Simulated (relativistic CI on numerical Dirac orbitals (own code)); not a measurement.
## The spin-orbit constant of Cu³⁺ from its measured fine structure

Problem. The ground term 3F of Cu³⁺ (3p6 3d8) has the measured levels J = 2: 3077.6, J = 3: 1861.4, J = 4: 0.0 cm⁻¹ (Sugar and Musgrove, J. Phys. Chem. Ref. Data 19, 527 (1990)). Test the interval rule and estimate ζ(3d).

Working.
1. In LS coupling E(J) − E(J − 1) = AJ. The intervals give A = -405.4 (J = 3), -465.4 (J = 4) cm⁻¹.
2. These values spread by 14 % of their mean, from second-order spin-orbit mixing with other terms and from spin-spin terms.
3. The whole width divided by the sum of the upper J values gives a mean A = -439.7 cm⁻¹.
4. For the Hund term of a shell that is more than half full, A = −ζ/2S with 2S = 2, so ζ = 879 cm⁻¹.

Check. The value calculated from Dirac-Coulomb-Breit radial functions of this configuration is ζ = 884 cm⁻¹, 1 % above the estimate from measurement. The same recipe applied to the calculated levels returns 854 cm⁻¹, which shows the bias of the recipe itself. Where the interval rule fails, the estimate is only rough.
